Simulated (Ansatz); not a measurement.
`O[SiH2]C[SiH2]` radical. Total charge 0; spin multiplicity 2.

Z-matrix (Å, degrees):
```
Si
C 1 1.866
O 1 1.650 2 113.1
H 1 1.490 2 108.1 3 -122.9
H 1 1.483 2 110.0 3 117.1
Si 2 1.877 1 112.8 3 -168.9
H 2 1.097 1 109.3 3 -47.8
H 2 1.095 1 109.6 3 70.2
H 3 0.958 1 117.9 2 -69.9
H 6 1.490 2 112.5 1 -163.4
H 6 1.489 2 111.3 1 72.5
```

Task: Give the diagnostics of a CCSD(T)/def2-TZVPP run (frozen core, Ansatz). (Estimate.)

Result: Ansatz gave: T1 = 0.0125, largest single amplitude 0.018, largest double 0.018, (T) share of the correlation energy 3.5 %, 10 CCSD cycles. ⟨S²⟩ of the UHF reference is 0.754 against 0.75 for a pure state. T1 lies under the customary mark of 0.045 for open shells.
